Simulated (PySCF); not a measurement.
## State search for SrH

Unrestricted PBE0; Sr x2c-SVPall, H x2c-SVPall; spin-free X2C with a Gaussian nucleus (PySCF 2.14). Outer shells of the fragments: Sr 5s2; H 1s1.

Followed along the bond (rough minima from three points):

| 2Ms+1 | unpaired | ⟨S²⟩ at the start | R at minimum (Å) | Te (eV) |
| --- | --- | --- | --- | --- |
| 2 | σ ↑ | 0.75 | 2.11 | 0.00 |
| 2 | π ↑ | 0.75 | none in the scan | ≤ 1.52 |
| 4 | σ ↑↑, π ↑ | 3.75 | none in the scan | ≤ 3.80 |

Solutions found at the starting distance of 2.030 Å, counted from the lowest of them; the search is not exhaustive and high or unbound solutions are not listed, so other states can lie among these:

| 2Ms+1 | unpaired | term | E (eV) | ⟨S²⟩ | ⟨Lz²⟩ | μ (D) |
| --- | --- | --- | --- | --- | --- | --- |
| 2 | σ ↑ | ²Σ⁺ | 0.00 | 0.75 | 0.00 | -2.92 |
| 2 | π ↑ | ²Π | 1.50 | 0.75 | 1.00 | -1.95 |
| 2 | δ ↑ | ²Δ | 1.77 | 0.75 | 4.00 | -5.87 |
| 4 | σ ↑↑, π ↑ | ⁴Π | 3.98 | 3.75 | 1.00 | -1.36 |
| 4 | σ ↑↑, δ ↑ | ⁴Δ | 4.34 | 3.75 | 4.00 | 1.71 |
| 4 | σ ↑↑↑ | ⁴Σ⁺ | 4.42 | 3.75 | 0.00 | 5.29 |

A term symbol is given only where ⟨S²⟩ and ⟨Lz²⟩ are close to those of a pure state; real π, δ and φ orbitals otherwise mix terms. A positive dipole means Sr(−)H(+).

Spin–orbit coupling is left out. Counting both spins, an empty level lies below a filled one in some of these solutions, because spin and occupation are held.
